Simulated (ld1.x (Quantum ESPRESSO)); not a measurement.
# N: variants of one TM potential

Base potential:

nitrogen (N), norm-conserving Troullier–Martins (Kleinman–Bylander form), made with ld1.x (Quantum ESPRESSO) 7.5 (BP86, scalar-relativistic). Core [He], reference 2s2 2p2.5 (charge +0.5). Waves: 2s (bound): rc 0.85 bohr; 2p (bound): rc 2.30 bohr; 3d channel at 0.05 Ry: rc 2.40 bohr. Local part: all-electron potential smoothed inside 0.75 bohr (lloc = -1). Core correction: none.

All-electron outer shells of the reference configuration (BP86, scalar-relativistic, ld1.x):

```tsv
shell	level (eV)	outermost node (bohr)	outermost maximum (bohr)
2s	-25.22	0.32	1.00
2p	-13.53	–	0.94
```

Cutoffs, loose and tight: the cutoffs (Ry, on a coarse ladder) from which the occupation-weighted sum of valence levels, in a spherical-Bessel basis at the reference potential, stays within 10 and 1 mRy of its value at 400 Ry. They do not see the model core or the augmentation charge, which bear on the density cutoff. Test errors are all-electron minus pseudo excitation energies from the reference, over the configurations 2s2 2p3; 2s2 2p2; 2s2 2p1; 2s1 2p4; 2s0 2p5; 2s2 2p0; 2s1 2p3. A dash means not determined; rows that change the core or the reference have their own tests.

| change | outcome | cutoff, loose | cutoff, tight | bound ghosts | largest test error (meV) |
| --- | --- | --- | --- | --- | --- |
| base | generated | 55 Ry | 140 Ry | none | +2143 |
| local potential all-electron potential smoothed inside 2.76 bohr (lloc = -1) | generated | 55 Ry | 140 Ry | none | +2084 |
| wave 3d channel at 0.05 Ry: rc 2.40 bohr becomes 3d channel at 7.63 Ry: rc 2.40 bohr | generated | 55 Ry | 140 Ry | none | +2143 |
| core correction a·sin(br)/r model core inside 0.86 bohr | generated | 55 Ry | 140 Ry | none | +2138 |
| local potential the d channel | generated | 55 Ry | 140 Ry | none | +2177 |
| wave 2s (bound): rc 0.85 bohr becomes 2s (bound): rc 0.70 bohr | generated | 140 Ry | 300 Ry | none | +2166 |
| wave 3d channel at 0.05 Ry: rc 2.40 bohr becomes 3d channel at 0.05 Ry: rc 2.32 bohr | generated | 55 Ry | 140 Ry | none | +2143 |
| all radii scaled by about 1.25 (s 1.06, p 2.88, d 3.00 bohr); local potential all-electron potential smoothed inside 0.94 bohr (lloc = -1) | generated | 50 Ry | 120 Ry | none | +4167 |
